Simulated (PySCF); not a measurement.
GaH7OSi2. Atoms are numbered in the order given.

```xyz
11

Ga    -0.2548     0.0013     0.0000
O     -2.0667     0.1335     0.0000
H     -2.5223    -0.7287     0.0000
Si     0.7589     2.1953     0.0000
H      1.6389     2.3611    -1.2138
H      1.6389     2.3611     1.2138
H     -0.2703     3.2929     0.0000
Si     0.7423    -2.2156     0.0000
H      1.6141    -2.4000     1.2167
H      1.6141    -2.4000    -1.2167
H     -0.2960    -3.3099     0.0000
```
Charge 0, spin multiplicity 1.

Coordinates come from a PBE-D3(BJ)/def2-SVP optimisation. Other conformers were not sampled.

Computed with PySCF with PBE-D3(BJ)/def2-SVP.

Frequencies are harmonic and unscaled.

```json
[
 {"mode": "1", "ν (cm⁻¹)": "24", "IR (km/mol)": "0.0", "moving atoms (share of kinetic energy)": "H 99 %"},
 {"mode": "2", "ν (cm⁻¹)": "38", "IR (km/mol)": "0.1", "moving atoms (share of kinetic energy)": "H 93 %"},
 {"mode": "3", "ν (cm⁻¹)": "71", "IR (km/mol)": "1.4", "moving atoms (share of kinetic energy)": "Si 53 %, Ga 23 %, H 19 %"},
 {"mode": "4", "ν (cm⁻¹)": "107", "IR (km/mol)": "4.2", "moving atoms (share of kinetic energy)": "Ga 46 %, O 22 %, H 17 %, Si 16 %"},
 {"mode": "5", "ν (cm⁻¹)": "140", "IR (km/mol)": "13.2", "moving atoms (share of kinetic energy)": "O 61 %, H 17 %, Si 13 %, Ga 9 %"},
 {"mode": "6", "ν (cm⁻¹)": "279", "IR (km/mol)": "0.4", "moving atoms (share of kinetic energy)": "Si 80 %, H 9 %, Ga 8 %"},
 {"mode": "7", "ν (cm⁻¹)": "344", "IR (km/mol)": "17.8", "moving atoms (share of kinetic energy)": "Si 51 %, Ga 37 %, H 12 %"},
 {"mode": "8", "ν (cm⁻¹)": "371", "IR (km/mol)": "31.3", "moving atoms (share of kinetic energy)": "H 93 %"},
 {"mode": "9", "ν (cm⁻¹)": "431", "IR (km/mol)": "14.4", "moving atoms (share of kinetic energy)": "H 82 %, Si 12 %"},
 {"mode": "10", "ν (cm⁻¹)": "436", "IR (km/mol)": "2.0", "moving atoms (share of kinetic energy)": "H 83 %, Si 9 %"},
 {"mode": "11", "ν (cm⁻¹)": "464", "IR (km/mol)": "78.2", "moving atoms (share of kinetic energy)": "H 90 %"},
 {"mode": "12", "ν (cm⁻¹)": "473", "IR (km/mol)": "7.2", "moving atoms (share of kinetic energy)": "H 84 %, Si 13 %"},
 {"mode": "13", "ν (cm⁻¹)": "654", "IR (km/mol)": "82.9", "moving atoms (share of kinetic energy)": "O 79 %, Ga 19 %"},
 {"mode": "14", "ν (cm⁻¹)": "769", "IR (km/mol)": "246.3", "moving atoms (share of kinetic energy)": "H 91 %"},
 {"mode": "15", "ν (cm⁻¹)": "806", "IR (km/mol)": "318.5", "moving atoms (share of kinetic energy)": "H 90 %, Si 9 %"},
 {"mode": "16", "ν (cm⁻¹)": "833", "IR (km/mol)": "46.4", "moving atoms (share of kinetic energy)": "H 91 %, Si 8 %"},
 {"mode": "17", "ν (cm⁻¹)": "899", "IR (km/mol)": "23.8", "moving atoms (share of kinetic energy)": "H 98 %"},
 {"mode": "18", "ν (cm⁻¹)": "900", "IR (km/mol)": "0.3", "moving atoms (share of kinetic energy)": "H 97 %"},
 {"mode": "19", "ν (cm⁻¹)": "902", "IR (km/mol)": "36.9", "moving atoms (share of kinetic energy)": "H 98 %"},
 {"mode": "20", "ν (cm⁻¹)": "903", "IR (km/mol)": "55.5", "moving atoms (share of kinetic energy)": "H 98 %"},
 {"mode": "21", "ν (cm⁻¹)": "2133", "IR (km/mol)": "102.9", "moving atoms (share of kinetic energy)": "H 99 %"},
 {"mode": "22", "ν (cm⁻¹)": "2139", "IR (km/mol)": "29.1", "moving atoms (share of kinetic energy)": "H 99 %"},
 {"mode": "23", "ν (cm⁻¹)": "2149", "IR (km/mol)": "39.7", "moving atoms (share of kinetic energy)": "H 96 %"},
 {"mode": "24", "ν (cm⁻¹)": "2151", "IR (km/mol)": "84.0", "moving atoms (share of kinetic energy)": "H 96 %"},
 {"mode": "25", "ν (cm⁻¹)": "2152", "IR (km/mol)": "108.2", "moving atoms (share of kinetic energy)": "H 96 %"},
 {"mode": "26", "ν (cm⁻¹)": "2169", "IR (km/mol)": "76.4", "moving atoms (share of kinetic energy)": "H 96 %"},
 {"mode": "27", "ν (cm⁻¹)": "3729", "IR (km/mol)": "51.5", "moving atoms (share of kinetic energy)": "H 94 %"}
]
```
